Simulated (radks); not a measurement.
The numbers below are computed, except where a source is named.
Species: a nucleus of charge 75.8 with 76 electrons. Configuration: [Xe] 4f14 5d6 6s2. Level of theory: scalar-relativistic Kohn-Sham, PBE, spin-polarised, spherical densities, finite nucleus; open shells are filled with parallel spins first (spin-orbit coupling, left out, can overturn this in heavy ions); Fermi nuclear charge, rms radius 5.4126 fm (a radial shooting solver on a logarithmic mesh with Libxc functionals). Some entries of the table are withheld. Estimate them.

orbital  occ.  eigenvalue (eV)  <r^2> (bohr^2)
1s down     1        -73398.31       0.0004364
1s up       1        -73398.30       0.0004364
2s up       1        -12770.73        0.006689
2s down     1        -12770.53        0.006689
2p up       3        -11127.88        0.005567
2p down     3        -11127.71        0.005566
3s up       1        -2967.255         0.04330
3s down     1        -2967.190         0.04330
3p up       3        -2484.224         0.04418
3p down     3        -2484.149         0.04418
3d up       5        -1942.216         0.03662
3d down     5        -1942.076         0.03662
4s up       1        -623.1274          0.2122
4s down     1        -622.9370          0.2122
4p up       3        -464.6312          0.2419
4p down     3        -464.4553          0.2419
4d up       5        -267.2122          0.2794
4d down     5        -267.0059          0.2791
5s up       1         -88.8609           1.157
5s down     1         -87.1861           1.144
5p up       3         -48.9669             (1)
4f up       7         -47.9854          0.3917
4f down     7         -47.6131          0.3866
5p down     3         -46.8017             (2)
5d up       5              (3)           4.080
6s up       1          -5.2036           10.29
6s down     1          -3.9147           12.00
5d down     1              (4)           4.741

Answer. 
(1) 5p up <r^2> (bohr^2): 1.582
(2) 5p down <r^2> (bohr^2): 1.564
(3) 5d up eigenvalue (eV): -5.2800
(4) 5d down eigenvalue (eV): -2.9067
